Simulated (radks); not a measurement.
The numbers below are computed, except where a source is named.
Question: The mean radii <r> (bohr) of the occupied orbitals of an atom or ion are listed with their occupations. Code: a radial shooting solver on a logarithmic mesh with Libxc functionals. Model: Dirac Kohn-Sham, PBE, spin-unpolarised, spherical densities, point nucleus.

| orbital | occ. | <r> |
|---|---|---|
| 1s1/2 | 2 | 0.2294 |
| 2s1/2 | 2 | 1.175 |
| 2p1/2 | 1 | 1.146 |
| 3d3/2 | 1 | 4.842 |

Name the element and its charge. Open shells, if any, fill j = l - 1/2 first.

Answer: Z = 7, nitrogen, charge +1: N+ in [He] 2s2 2p1 3d1. The 1s radius gives Z: for a bare nucleus <r> = (2 gamma + 1)/(2Z) with gamma = sqrt(1 - (Z/c)^2), 0.2141 bohr for Z = 7, and screening makes it slightly larger (0.2294 here). The occupations add up to 6, and the charge is Z minus that.
